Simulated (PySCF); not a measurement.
Input file for PySCF: R-MP2/6-31G* on C2HNO2 (a complex), monomers drawn apart or pushed together.

```python
from pyscf import gto, scf, dft, mp
from pyscf.data.elements import chemcore

mol = gto.M(
    atom='''
    C    -0.16911623    0.29580944   -1.61664731
    N    -0.15244065    0.26138366   -0.45398306
    H    -0.13826659    0.23092218    0.54681809
    O    -0.06611140    0.10346834    4.21613803
    C    -0.02077095    0.04398107    5.37577921
    O     0.02400838   -0.01491510    6.52873474
    ''',
    basis='6-31g*',
    cart=True,
    charge=0, spin=0, verbose=3, max_memory=1800)
mf = scf.RHF(mol)
mf.conv_tol = 1e-8
mf.max_cycle = 100
mf.kernel()
if not mf.converged:
    mf = mf.newton().run(mf.mo_coeff, mf.mo_occ)
pt = mp.MP2(mf, frozen=chemcore(mol)).run()
```

### Question
What total energy does the run end on?

### Answer
-281.2317 hartree.
